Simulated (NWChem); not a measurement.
**Ionisation of C3H9O2 (+1)**

```
C
H 1 1.1013
C 1 1.4979 2 112.68
H 3 1.0990 1 111.63 2 52.22
H 3 1.0991 4 109.32 1 -123.79
H 3 1.1009 4 107.17 5 -117.42
O 1 1.4989 2 105.60 3 121.10
H 7 0.9728 1 114.67 2 -34.14
H 7 1.0520 8 113.46 1 -112.08
O 9 1.4735 7 132.57 8 132.06
H 10 0.9671 9 129.81 7 135.58
C 10 1.4212 11 113.10 9 112.90
H 12 1.1005 10 111.90 11 78.08
H 12 1.1029 13 109.39 10 123.77
```
Charge +1, spin multiplicity 1.

The numbers come from NWChem runs, not from measurements. Structure: optimised with PBE0/def2-SVP, with no frequency check, so it may be a saddle point. It is one conformer; others weren't searched.

Basis set: def2-SVP. −ε marks an orbital energy of the parent.

B3LYP has NWChem's definition, with VWN1-RPA local correlation. The structure started from a generated list of species.

Q: For the first vertical ionisation energy, −ε(HOMO) of HF gives 18.33 eV and −ε(HOMO) of BHandHLYP gives 15.72 eV. What do −ε(HOMO) of B3LYP, −ε(HOMO) of PBE, −ε(HOMO) of BLYP give?

A: −ε(HOMO) of B3LYP: 13.79 eV; −ε(HOMO) of PBE: 12.33 eV; −ε(HOMO) of BLYP: 12.22 eV.
